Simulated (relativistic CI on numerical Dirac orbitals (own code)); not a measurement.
Ta⁵⁺: O2,3 absorption edge

Computed with this model: Dirac-Coulomb-Breit CI, orbitals from a KLI potential per configuration, model QED (radiative potential, 1s self-energy scaled to tabulated hydrogen-like ionisation energies), valence Slater integrals scaled by 0.7, multiplet model of core-to-valence dipole absorption; configurations [Xe] 4f14 → [Kr] 4d10 4f14 5s2 5p5 5d; 80 K; Lorentzian 1 eV and Gaussian 0.3 eV FWHM. Energies are those of the free ion, without screening or charge transfer. The branching ratio is the share of the lower-energy edge in the whole absorption, uncertain by about 0.02 where the edges overlap. S is read from ⟨S²⟩ = S(S + 1).

Field parameters in Wybourne normalisation: Td as Oh with Dq negative (B⁴₀ = 21Dq, B⁴₄ = √(5/14) B⁴₀). The field is a parameter set, without covalency.

free ion: ground-state S = 0.00, centroid 48.81 eV. Peaks (eV, height): 42.2 (39), 51.2 (100).

Td, 10Dq = -10000 cm⁻¹: ground-state S = 0.00, centroid 48.81 eV. Peaks (eV, height): 42.2 (38), 51.5 (100).

Td, 10Dq = -15600 cm⁻¹: ground-state S = 0.00, centroid 48.81 eV. Peaks (eV, height): 42.2 (37), 47.5 (9), 51.5 (100).

Strongest unbroadened transitions for Td, 10Dq = -15600 cm⁻¹:

```json
{"Energy (eV)": "35.93", "Relative strength": "0.1"}
{"Energy (eV)": "37.47", "Relative strength": "1.3"}
{"Energy (eV)": "38.02", "Relative strength": "0.2"}
{"Energy (eV)": "39.49", "Relative strength": "1.2"}
{"Energy (eV)": "42.33", "Relative strength": "36.4"}
{"Energy (eV)": "47.47", "Relative strength": "7.1"}
{"Energy (eV)": "51.57", "Relative strength": "100.0"}
```
